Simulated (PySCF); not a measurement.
F₂Hf, multiplicity 1. Atoms are numbered in the order given.

```xyz
3

Hf     0.0000     0.0000    -0.1976
F      0.0000     1.5899     0.7905
F      0.0000    -1.5899     0.7905
```

Geometry optimised at r2SCAN-D4/def2-TZVP. The multiplicity is an assumed one; other spin states were not compared. The def2 effective core potentials stand for the cores of Hf; spin–orbit coupling is left out.

These are PySCF with TDA-ωB97X/def2-TZVPD values and carry that method's errors.

Vertical excitations. Isolated molecule, no solvent. State labels are in the subgroup C2v.

Computed lowest excited states:
```json
[
 {"state": "S1", "symmetry": "B1", "energy (eV)": "2.01", "λ (nm)": "618", "f": "0.022", "main pairs": "HOMO→LUMO 79 %, HOMO→LUMO+3 19 %"},
 {"state": "S2", "symmetry": "A1", "energy (eV)": "2.08", "λ (nm)": "596", "f": "0.034", "main pairs": "HOMO→LUMO+1 81 %, HOMO→LUMO+5 16 %"},
 {"state": "S3", "symmetry": "A2", "energy (eV)": "2.49", "λ (nm)": "497", "f": "0.000", "main pairs": "HOMO→LUMO+4 98 %"},
 {"state": "S4", "symmetry": "B2", "energy (eV)": "3.08", "λ (nm)": "402", "f": "0.097", "main pairs": "HOMO→LUMO+2 82 %, HOMO→LUMO+7 15 %"},
 {"state": "S5", "symmetry": "A1", "energy (eV)": "4.41", "λ (nm)": "281", "f": "0.259", "main pairs": "HOMO→LUMO+5 54 %, HOMO→LUMO+6 16 %, HOMO→LUMO+1 14 %, HOMO→LUMO+8 13 %"},
 {"state": "S6", "symmetry": "B1", "energy (eV)": "4.88", "λ (nm)": "254", "f": "0.789", "main pairs": "HOMO→LUMO+3 80 %, HOMO→LUMO 19 %"},
 {"state": "S7", "symmetry": "A1", "energy (eV)": "5.57", "λ (nm)": "223", "f": "0.215", "main pairs": "HOMO→LUMO+6 58 %, HOMO→LUMO+5 25 %"},
 {"state": "S8", "symmetry": "B2", "energy (eV)": "5.77", "λ (nm)": "215", "f": "0.198", "main pairs": "HOMO→LUMO+7 77 %, HOMO→LUMO+2 17 %"},
 {"state": "S9", "symmetry": "A1", "energy (eV)": "6.63", "λ (nm)": "187", "f": "0.000", "main pairs": "HOMO→LUMO+8 73 %, HOMO→LUMO+6 20 %"},
 {"state": "S10", "symmetry": "B1", "energy (eV)": "7.93", "λ (nm)": "156", "f": "0.186", "main pairs": "HOMO→LUMO+9 96 %"},
 {"state": "T1", "symmetry": "B1", "energy (eV)": "0.67", "λ (nm)": "1838", "f": "0", "main pairs": "HOMO→LUMO 89 %"},
 {"state": "T2", "symmetry": "A1", "energy (eV)": "0.72", "λ (nm)": "1716", "f": "0", "main pairs": "HOMO→LUMO+1 92 %"},
 {"state": "T3", "symmetry": "A2", "energy (eV)": "2.02", "λ (nm)": "614", "f": "0", "main pairs": "HOMO→LUMO+4 99 %"},
 {"state": "T4", "symmetry": "B2", "energy (eV)": "2.58", "λ (nm)": "481", "f": "0", "main pairs": "HOMO→LUMO+2 82 %, HOMO→LUMO+7 16 %"}
]
```
Triplets are in the Tamm–Dancoff approximation.
